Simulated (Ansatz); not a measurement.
BeFH (SMILES [BeH][F]), charge 0, multiplicity 1, relaxed at each level with Ansatz (a program for electronic structure); harmonic frequencies from differences of analytic forces, average atomic masses, frozen cores.

Question: Give the equilibrium geometry, the harmonic frequencies and the zero-point energy at HF/def2-TZVPP.

Answer: 
(charge 0, multiplicity 1):
```xyz
3

Be     0.0000     0.0000    -0.7835
H      0.0000     0.0000    -2.1111
F      0.0000     0.0000     0.5784
```
Frequencies (cm⁻¹): 600, 600, 1236, 2257. Zero-point energy 6.71 kcal/mol.

Question: Give the equilibrium geometry, the harmonic frequencies and the zero-point energy at CCSD(T)/cc-pVTZ.

Answer: 
(charge 0, multiplicity 1):
```xyz
3

Be     0.0000     0.0000    -0.7872
H      0.0000     0.0000    -2.1156
F      0.0000     0.0000     0.5866
```
Frequencies (cm⁻¹): 540, 540, 1202, 2195. Zero-point energy 6.40 kcal/mol.
